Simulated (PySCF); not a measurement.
# Two-component Hartree-Fock for Er (erbium, neutral)

Start: [Xe] 4f12 6s2; 4f5/2 filled at m_j = -5/2, -3/2, -1/2, +1/2, +3/2, +5/2; 4f7/2 filled at m_j = -3/2, -1/2, +1/2, +3/2, +5/2, +7/2. Calculated with PySCF 2.14 in x2c-TZVPPall-2c (11s11p10d4f2g, 140 functions): generalised Hartree-Fock with the X2C-1e Hamiltonian and a Gaussian nucleus; one run each with spin-orbit coupling (SO) switched off, then screened by Boettger's factors.

| spinor shell | electrons | ε, spin-free (eV) | ε, screened SO (eV) | weight of nominal j (screened SO) | rms radius, screened SO (bohr) |
| --- | --- | --- | --- | --- | --- |
| 1s1/2 | 2 | -57776.8 | -57763.7 | 1.000 | 0.0231 |
| 2s1/2 | 2 | -9834.7 | -9830.7 | 1.000 | 0.0935 |
| 2p1/2 | 2 | -8695.5 | -9345.1 | 1.000 | 0.0798 |
| 2p3/2 | 4 | -8695.5 | -8423.1 | 1.000 | 0.0866 |
| 3s1/2 | 2 | -2257.8 | -2256.6 | 1.000 | 0.240 |
| 3p1/2 | 2 | -1904.7 | -2043.6 | 1.000 | 0.231 |
| 3d3/2 | 4 | -1460.0 | -1485.6 | 1.000 | 0.218 |
| 3d5/2 | 6 | -1460.0 | -1441.9 | 1.000 | 0.222 |
| 4s1/2 | 2 | -471.52 | -471.17 | 1.000 | 0.541 |
| 4p1/2 | 2 | -352.89 | -385.15 | 0.998 | 0.554 |
| 4p3/2 | 4 | -352.89 | -339.08 | 0.999 | 0.585 |
| 4d3/2 | 4 | -190.80 | -197.47 | 0.980 | 0.625 |
| 4d5/2 | 6 | -190.80 | -186.11 | 0.987 | 0.637 |
| 5s1/2 | 2 | -62.967 | -62.921 | 1.000 | 1.36 |
| 5p1/2 | 2 | -32.760 | -37.023 | 0.990 | 1.54 |
| 5p3/2 | 4 | -32.760 | -30.972 | 0.995 | 1.66 |
| 4f5/2 | 6 | -13.674 | -14.749 | 0.895 | 0.891 |
| 4f7/2 | 6 | -13.674 | -12.508 | 0.911 | 0.919 |
| 6s1/2 | 2 | -5.212 | -5.216 | 1.000 | 4.63 |

(1) Where does 3p3/2 lie, and what is the 3p spin-orbit splitting (screened SO)?

```
   quantity     spin-free   screened SO
E (hartree)  -13076.64371  -13087.53981
        M_J             6             6
       ⟨J²⟩        42.017        42.017
       ⟨L²⟩        30.014        30.189
       ⟨S²⟩         2.003         2.084
```

Each row is a mean over spinors that exchange with the open shell spreads, by up to 12.972 eV (4d5/2).

Rows whose weight is well below 1 are mixtures of j = l ± 1/2: exchange outweighs spin-orbit coupling there, and the label is only the starting occupation.

Breit and QED terms are absent; they matter most for the inner s and p1/2 levels.

Densities and radii are taken from the X2C orbitals without a picture-change correction, which distorts them close to the nucleus.

Without spin-orbit coupling the j labels of p, d and f shells carry no meaning; the spin-free column gives the mean over the occupied spinors of each nl shell.

## Answers

(1) At -1845.5 eV, 198.05 eV above 3p1/2.
